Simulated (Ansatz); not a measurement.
Molecule: CHI$_{2}$, net charge 0, doublet state. It need not be the lowest isomer of its formula. SMILES: I[CH]I
Coordinates optimised at B3LYP-D3(BJ)/def2-TZVP (Ansatz, a first-principles code):
```xyz
4

I     -1.8101     0.0999     0.0202
C     -0.0162    -0.8857    -0.1989
I      1.8125     0.0341     0.0173
H     -0.0331    -1.7885    -0.7907
```
Charge 0, spin multiplicity 2.

Computed values are from Ansatz. Correlated levels leave the core frozen unless marked. Open shells are spin-unrestricted. Spin-orbit coupling is left out. Frozen are the shells of the preceding noble gas and the d and f shells that filled before the atom's block. In def2 rows, elements after Kr have scalar-relativistic effective core potentials. CBS(X,Y): correlation extrapolated as X^-3; Hartree-Fock from the larger set. [CCSD(T)-MP2]/basis is that difference in the basis named.

- atomisation energy De = 220.0 kcal/mol at RI-MP2/CBS(def2-TZVPPD,def2-QZVPPD)+[CCSD(T)-MP2]/def2-TZVPPD
- total energy = -632.2921 Eh at RI-MP2/CBS(def2-TZVPPD,def2-QZVPPD)+[CCSD(T)-MP2]/def2-TZVPPD
- dipole moment = 0.43 D at CCSD(T)/def2-SVPD
- T1 diagnostic = 0.023 at CCSD/def2-TZVPPD
